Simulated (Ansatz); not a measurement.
System: C4H9O2, charge 0, multiplicity 2. It need not be the lowest isomer of its formula. SMILES: COC(C)O[CH2]
Coordinates optimised at B3LYP-D3(BJ)/def2-TZVP (Ansatz, a quantum-chemistry and plane-wave program):
```xyz
15

C      0.1618    -1.8753    -0.0585
C     -0.2153    -0.4181     0.0603
O      0.9165     0.3591     0.4921
C      1.0960     0.4591     1.8289
O     -0.6117     0.0450    -1.1813
C     -1.1338     1.3666    -1.1734
H      0.5268    -2.2430     0.9001
H     -0.7048    -2.4620    -0.3627
H      0.9475    -1.9845    -0.8058
H     -1.0141    -0.2624     0.8035
H      0.2316     0.3574     2.4762
H      1.9485     1.0554     2.1144
H     -1.9789     1.4470    -0.4795
H     -1.4785     1.5725    -2.1843
H     -0.3684     2.0923    -0.8919
```
Charge 0, spin multiplicity 2.

Quantity: atomisation energy (electronic, to ground-state atoms); the coupled-cluster value holds the core correlation from cc-pwCVTZ, in eV. Valence correlation only, unless marked. UHF or UKS for open shells. No spin-orbit coupling. Non-relativistic. Basis-set limits of correlation are two-point, X^-3; Hartree-Fock from the larger set. The bracket is a focal-point correction in the basis named.

Level to compare with: RI-MP2/CBS(cc-pVTZ,cc-pVQZ)+[CCSD(T)-MP2]/cc-pVTZ plus the core term (Ansatz), 60.21 eV. It is a level with limits of its own, and the differences hold the functionals' basis error too.

Q: Rank these functionals by how close they come to RI-MP2/CBS(cc-pVTZ,cc-pVQZ)+[CCSD(T)-MP2]/cc-pVTZ, closest first: CAM-B3LYP/def2-TZVPD (Ansatz); r2SCANh/def2-TZVPD (Ansatz); PBE0/def2-TZVPD (Ansatz); BHLYP/def2-TZVPD (Ansatz).

A: CAM-B3LYP/def2-TZVPD (range-separated hybrid, 60.17 eV, difference -0.04), PBE0/def2-TZVPD (global hybrid, 60.08 eV, difference -0.13), r2SCANh/def2-TZVPD (hybrid meta-GGA, 59.80 eV, difference -0.41), BHLYP/def2-TZVPD (global hybrid, 57.79 eV, difference -2.42)
